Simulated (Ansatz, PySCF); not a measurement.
PtO2, SMILES [O]=[Pt]=[O] (connectivity only; charge and spin as stated), neutral, multiplicity 3. Atoms are numbered in the order given.

```xyz
3

Pt     0.2349    -0.2312     0.2553
O      1.1669     0.3246    -1.1106
O     -1.3678    -0.0985     0.9315
```
Charge 0, spin multiplicity 3.

Coordinates come from a B3LYP-D3(BJ)/def2-TZVP optimisation. The spin state was assumed, not searched. The def2 effective core potentials stand for the cores of Pt; spin–orbit coupling is left out.

Two levels are set side by side: PBE-D3(BJ)/def2-TZVP (Ansatz, a quantum-chemistry and plane-wave program) and B3LYP-D3(BJ)/def2-TZVP (Ansatz). Each level has its own optimised geometry; the coordinates shown are those of the second. Frequencies come from the Hessian of PySCF at each geometry. Differences are taken from unrounded values.

```csv
quantity,B3LYP-D3(BJ)
mean bond length (Å),1.745
bond Pt1–O2 (Å),1.745
bond Pt1–O3 (Å),1.745
highest harmonic wavenumber (cm⁻¹),881
mean harmonic wavenumber (cm⁻¹),632
zero-point energy (kcal/mol),2.71
```

**Question.** What does PBE-D3(BJ) give, and how far is it from B3LYP-D3(BJ)? (The exact figures need the calculation; the answer reports its results.)

**Answer.** 
```csv
quantity,PBE-D3(BJ),PBE-D3(BJ) minus B3LYP-D3(BJ)
mean bond length (Å),1.754,0.009
bond Pt1–O2 (Å),1.754,0.009
bond Pt1–O3 (Å),1.754,0.009
highest harmonic wavenumber (cm⁻¹),863,-18
mean harmonic wavenumber (cm⁻¹),622,-10
zero-point energy (kcal/mol),2.67,-0.04
```

Exact exchange shortens and stiffens bonds; PBE has none. Differences between two approximate levels are no errors against the true value.
